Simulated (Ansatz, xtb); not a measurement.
**Two isomers of BClH6OSi2**

Structure X is `[SiH3]OB([SiH3])Cl`, a singlet and structure Y is `[SiH3][SiH2]OBCl`, a singlet. Both are isolated molecules in the gas phase, relaxed with B3LYP-D3(BJ)/def2-SVP; the shapes shown needn't be the lowest conformers.

X (Å):

```xyz
11

B    -0.5707    0.2763   -0.9315
Cl    0.3153   -0.3578   -2.3640
O    -0.3209    1.5262   -0.5203
Si    0.7187    2.7486   -1.0830
Si   -1.9083   -0.9485   -0.0199
H     2.1252    2.2765   -1.0071
H     0.5048    3.9007   -0.1736
H     0.3522    3.1077   -2.4771
H    -2.9792   -1.3333   -0.9890
H    -1.2268   -2.2016    0.4254
H    -2.5462   -0.3026    1.1654
```

Y (Å):

| atom | x (Å) | y (Å) | z (Å) |
| --- | --- | --- | --- |
| B | 2.6256 | -0.7173 | -1.0297 |
| Cl | 3.6784 | -0.3884 | 0.3788 |
| O | 1.3192 | -0.9258 | -0.8761 |
| Si | 0.9164 | -0.6599 | 2.5184 |
| Si | 0.1233 | -1.0043 | 0.3279 |
| H | 1.9056 | -1.7019 | 2.9081 |
| H | 1.4960 | 0.7017 | 2.6793 |
| H | -0.2815 | -0.7794 | 3.4075 |
| H | -0.4955 | -2.3527 | 0.1988 |
| H | -0.8876 | 0.0275 | -0.0341 |
| H | 3.1415 | -0.7426 | -2.1144 |

Question: Estimate which is lower in electronic energy at CCSD(T)/def2-SVP + ΔMP2/def2-TZVPP, and by roughly how much.

Answer: The CCSD(T)/def2-SVP + ΔMP2/def2-TZVPP calculation puts structure Y lower, by 2.9 kcal/mol.

The same difference at several levels:

```tsv
level	geometry	E(Y) − E(X) (kcal/mol)	departure from the last row (kcal/mol)	job, with rough time for the two
GFN2-xTB	GFN2-xTB	−2.4	+0.6	optimisation, 0.67 s
HF/STO-3G	GFN2-xTB	−6.5	−3.5	single point, 0.48 s
r2SCAN-D4/def2-SVP	GFN2-xTB	−4.5	−1.6	single point, 3.2 s
B3LYP-D3(BJ)/def2-SVP	B3LYP-D3(BJ)/def2-SVP	−4.5	−1.6	optimisation, 2.6 min
HF/def2-SVP	B3LYP-D3(BJ)/def2-SVP	−3.2	−0.3	part of the CCSD(T) run
MP2/def2-SVP	B3LYP-D3(BJ)/def2-SVP	−2.8	+0.2	part of the CCSD(T) run
CCSD(T)/def2-SVP	B3LYP-D3(BJ)/def2-SVP	−2.7	+0.2	single point
CCSD(T)/def2-SVP + ΔMP2/def2-TZVPP	B3LYP-D3(BJ)/def2-SVP	−2.9		single point, 38 s
```

As drawn, Y has 1 Si–Si, 1 B–H in place of 1 B–Si, 1 Si–H.

The levels shown agree on the order. The largest departure from CCSD(T)/def2-SVP + ΔMP2/def2-TZVPP is that of HF/STO-3G, 3.5 kcal/mol. The last row adds to CCSD(T) the change of the MP2 difference between the two basis sets, here −0.2 kcal/mol.

With harmonic frequencies from B3LYP-D3(BJ)/def2-SVP (ideal gas, rigid rotor, one conformer each, 298.15 K, 1 atm): on the last row, ΔE + ΔZPE = −2.1 kcal/mol. A mode under 50 cm⁻¹ makes harmonic enthalpies and free energies unreliable, so none is given.

The correlated steps freeze 17 core orbitals. Codes used: Ansatz 0.2.0, xtb 6.7.1; the last row on 2 threads of Intel(R) Xeon(R) Platinum 8488C (Sapphire Rapids) on a shared host.
